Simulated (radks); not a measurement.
Values are calculated unless marked as measured or tabulated.
Species: the gadolinium ion Gd40+. Configuration: [Ar] 3d6. Level of theory: scalar-relativistic Kohn-Sham, exchange-only LDA, spin-polarised, spherical densities, point nucleus; open shells are filled with parallel spins first (spin-orbit coupling, left out, can overturn this in heavy ions) (a radial shooting solver on a logarithmic mesh with Libxc functionals). Some entries of the table are withheld. Estimate them.

orbital  occ.  eigenvalue (hartree)  <r^2> (bohr^2)
1s up       1             -1914.743       0.0006555
1s down     1             -1914.724       0.0006555
2s up       1             -377.4065         0.01019
2s down     1             -376.7988         0.01018
2p up       3             -344.3918        0.008193
2p down     3             -343.9075        0.008174
3s up       1             -133.3461         0.06256
3s down     1             -132.6840         0.06280
3p up       3             -123.1593         0.06133
3p down     3             -122.4866         0.06162
3d up       5                   (1)         0.04921
3d down     1                   (2)         0.04954

Answer. 
(1) 3d up eigenvalue (hartree): -110.9539
(2) 3d down eigenvalue (hartree): -110.1363
